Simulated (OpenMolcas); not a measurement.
## O3+: the spin-orbit constant, worked from levels

| Property | Result |
| --- | --- |
| Program | OpenMolcas 26.06 |
| Basis | ANO-RCC [8s7p4d3f2g] |
| Scalar Hamiltonian | DKH2, point nucleus |
| Active space | 3 electrons in 8 orbitals (2s 2p 3s 3p) |
| State averaging | 2S+1 = 4 odd, 1 root; 2S+1 = 2 odd, 11 roots; 2S+1 = 4 even, 3 roots; 2S+1 = 2 even, 9 roots |
| Spin-orbit coupling | state interaction with AMFI integrals over the reference wave functions, term energies averaged over their components |

Methods: CASSCF; MS-CASPT2, IPEA 0.25 Eh, imaginary shift 0.1 Eh (closed shells correlated: 1s). Measured levels: Moore, Selected Tables of Atomic Spectra, NSRDS-NBS 3, section 10.

**The spin-orbit constant.** For the Hund term 2P* of p1, E(J) = (A/2) J(J+1) + constant and ζ = 2S·A = A. From J = 1/2 to J = 3/2 the energy changes by 1.5 A.

```csv
Source,E(3/2) - E(1/2),A,ζ
CASSCF,379.2,252.8,253
MS-CASPT2,380.6,253.7,254
measured,385.9,257.3,257
```

All in cm-1. MS-CASPT2 is off by -1.4 % and CASSCF by -1.7 %. Both methods take the spin-orbit matrix elements from the reference wave functions, so the second can move ζ only through the term energies and any multistate remixing.

Active for correlation alone: 3p 3s; no level in the range computed is led by a configuration that fills them, so any true level of that kind is missing. Measured partners are found by configuration, term and J. A level has none where our copy of the source lacks it or the pairing is in doubt (some pairs that miss far off the trend of their configuration count as doubtful), and it then counts in no deviation. Levels of configurations outside the active space are missing.

* marks odd parity.
